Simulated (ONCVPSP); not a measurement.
**I (Z = 53) ONCV: all-electron and pseudo phase curves**

* Element: iodine (I)
* Generator: ONCVPSP 4.0.1
* Type: optimised norm-conserving Vanderbilt (ONCV)
* Functional: PW91
* Relativity: scalar-relativistic
* Frozen core: [Kr]
* Valence charge: 17
* Reference configuration: 4d10 5s2 5p4 (charge +1)
* Partial waves: 5s: rc 1.70 bohr, ncon 4, nbas 9, qcut 3 1/bohr, 2 projectors, debl 1.7 Ha; 5p: rc 1.75 bohr, ncon 4, nbas 7, qcut 4.7 1/bohr, 2 projectors, debl 2.6 Ha; 4d: rc 1.25 bohr, ncon 4, nbas 8, qcut 14.7 1/bohr, 2 projectors, debl 2.2 Ha
* Local potential: polynomial inside 1.20 bohr (lpopt 5, dvloc0 1 Ha)
* Core correction: Teter function, fcfact 5.75, rcfact 1.65

In the d channel the program set the typed energies aside and used -2.200, 0.250 Ha.

The phase is arctan(r·R′/R) of the radial function R(r), unwrapped; energies in Ha, scanned from -4 to 5 Ha. A pole is an energy at which the radial function vanishes at the test radius. The pseudo phase is shifted by a multiple of π to meet the all-electron one at the reference energy, and phase errors are pseudo minus all-electron; the curves can meet again beyond the range given. Levels narrower than the energy grid can be missing from the lists of poles. Where the grid stepped over a known ghost or core level, its pole and its step of π were put in at the level’s energy.

```json
{"channel": "s", "radius (bohr)": "1.73", "reference energy (Ha)": "-0.97", "poles, all-electron": "2.04", "poles, pseudo": "-2.25, 2.03", "unbroken range about the reference energy with phases within 0.05 rad": "-2.1 to 4.7", "phase error 1 Ha above the reference energy (rad)": "-0.000"}
{"channel": "p", "radius (bohr)": "1.77", "reference energy (Ha)": "-0.57", "poles, all-electron": "2.90", "poles, pseudo": "2.98", "unbroken range about the reference energy with phases within 0.05 rad": "the whole range", "phase error 1 Ha above the reference energy (rad)": "-0.002"}
{"channel": "d", "radius (bohr)": "1.27", "reference energy (Ha)": "-2.20", "poles, all-electron": "-0.82", "poles, pseudo": "-0.82", "unbroken range about the reference energy with phases within 0.05 rad": "the whole range", "phase error 1 Ha above the reference energy (rad)": "-0.000"}
```

Note: ghosts flagged at negative energy: s at -61.1 eV; GHOST(+) flagged for p at 63.0 eV. A true bound ghost makes a file unfit for plane-wave use.

Phases in the p channel:

```tsv
E (Ha)	all-electron	pseudo
-3.98	1.301	1.268
-3.74	1.279	1.252
-3.50	1.255	1.232
-3.26	1.230	1.209
-3.02	1.200	1.182
-2.78	1.166	1.150
-2.54	1.124	1.109
-2.30	1.071	1.058
-2.06	1.004	0.992
-1.82	0.913	0.903
-1.58	0.788	0.779
-1.34	0.609	0.602
-1.10	0.352	0.348
-0.86	0.012	0.011
-0.62	-0.358	-0.358
-0.38	-0.674	-0.674
-0.14	-0.903	-0.905
0.10	-1.063	-1.065
0.34	-1.177	-1.179
0.58	-1.259	-1.261
0.82	-1.322	-1.324
1.06	-1.371	-1.373
1.30	-1.411	-1.413
1.54	-1.445	-1.446
1.78	-1.473	-1.474
2.02	-1.498	-1.498
2.26	-1.520	-1.524
2.50	-1.540	-1.536
2.74	-1.559	-1.554
2.98	-1.577	-1.571
3.22	-1.593	-1.586
3.46	-1.610	-1.601
3.70	-1.627	-1.616
3.94	-1.644	-1.630
4.18	-1.661	-1.645
4.42	-1.680	-1.660
4.66	-1.701	-1.676
4.90	-1.724	-1.693
```
